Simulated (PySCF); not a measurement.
Molecule: sum formula SiNH$_{2}$Cl$_{3}$ (charge 0, singlet). SMILES: Cl[Si](N)(Cl)Cl
Coordinates optimised at B3LYP-D3(BJ)/def2-TZVP (Ansatz):
```xyz
7

Si     0.2708     0.0417     0.0361
Cl    -0.1595    -1.3078    -1.4515
Cl    -0.5275    -0.7021     1.7626
Cl    -0.6134     1.8065    -0.4882
N      1.9125     0.3281     0.2928
H      2.4852    -0.3360     0.7888
H      2.4424     0.9139    -0.3326
```

Dispersion corrections to the total energy (kcal/mol) from the dftd3 and dftd4 libraries through PySCF: D3(BJ) without and D4 with the three-body term, each with the damping fitted for the functional named.

```json
[
 {"functional": "PBE0", "D3(BJ)": "-5.24", "D4": "-5.35"},
 {"functional": "B3LYP", "D3(BJ)": "…", "D4": "-10.31"},
 {"functional": "PBE", "D3(BJ)": "…", "D4": "-6.27"},
 {"functional": "TPSS", "D3(BJ)": "…", "D4": "-8.47"},
 {"functional": "PW6B95", "D3(BJ)": "-3.67", "D4": "-5.24"},
 {"functional": "B2PLYP", "D3(BJ)": "-5.49", "D4": "-4.39"},
 {"functional": "BLYP", "D3(BJ)": "-13.01", "D4": "-13.59"}
]
```

Task: Complete the blanks.

Result: 
- B3LYP, D3(BJ): -10.81
- PBE, D3(BJ): -5.66
- TPSS, D3(BJ): -7.52
